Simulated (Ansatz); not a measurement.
Gas-phase electronic energies from Ansatz, PBE0-D4/def2-TZVP geometries. CBS: MP2 limit from def2 TZ/QZ plus the TZ coupled-cluster correction, frozen cores. This one scheme is used for every species. DFT in def2-TZVPP. B3LYP here is the variant with VWN-RPA as its local correlation; programs differ in this. HSE06 is defined as in plane-wave codes. For Ge outer-core shells are correlated without core-valence functions, which leaves a few kJ/mol of doubt a bond. Scalar relativity is left out up to krypton.

Reaction (hydrogenolysis of the Si–Cl bond): `F[SiH](Cl)[GeH3]` + H₂ → `F[SiH2][GeH3]` + HCl

`F[SiH](Cl)[GeH3]`:

```xyz
8

F     1.408   -0.773   -1.603
Si    0.820    0.405   -0.702
Cl   -0.107    1.743   -1.943
Ge   -0.764   -0.481    0.832
H     1.970    1.101   -0.082
H    -0.096   -1.522    1.743
H    -1.917   -1.138    0.061
H    -1.314    0.664    1.695
```

H₂:

Z-matrix (Å, degrees):
```
H
H 1 0.746
```

`F[SiH2][GeH3]`:

Z-matrix (Å, degrees):
```
Si
Ge 1 2.380
F 1 1.606 2 109.6
H 1 1.485 2 111.2 3 -119.0
H 1 1.486 2 111.2 3 119.0
H 2 1.539 1 108.9 3 179.7
H 2 1.536 1 110.9 3 60.3
H 2 1.536 1 110.9 3 -60.9
```

HCl:

```xyz
2

Cl   -0.097   -0.481    0.410
H     0.097    0.481   -0.410
```

```csv
level,ΔE (kcal/mol),difference from CCSD(T)/CBS
revPBE-D4,21.8,1.2
r2SCAN-D4,22.0,1.4
PBE0-D4,20.5,-0.1
BHLYP-D4,20.3,-0.3
CAM-B3LYP-D4,19.6,-1.0
ωB97M-V,21.0,0.4
B3LYP,18.6,-2.0
HSE06,19.5,-1.1
CAM-B3LYP,18.5,-2.1
CCSD/def2-SVP,15.8,-4.8
MP2/def2-TZVPP,21.7,1.1
SCS-MP2/def2-TZVPP,20.0,-0.6
HF/def2-QZVPP,16.8,-3.8
MP2/def2-QZVPP,22.5,1.9
SCS-MP2/def2-QZVPP,20.8,0.2
HF/CBS(def2),16.8,-3.8
CCSD(T)/CBS,20.6,0
```

Largest T1 diagnostic among the species: 0.012.

At CCSD(T), def2-SVP lies −4.2 kcal/mol from the extrapolated value and def2-TZVPP −1.3 kcal/mol. The D4 term adds +2.0 kcal/mol with B3LYP and +1.1 kcal/mol with PBE0; it sums over pairs of atoms, weighted by their polarisabilities, and B3LYP, whose exchange is more repulsive, gets the larger term. In def2-TZVPP, CCSD(T) changes the Hartree–Fock value by +2.5 kcal/mol (the triples alone add +0.9 kcal/mol) and MP2 by +4.9 kcal/mol.
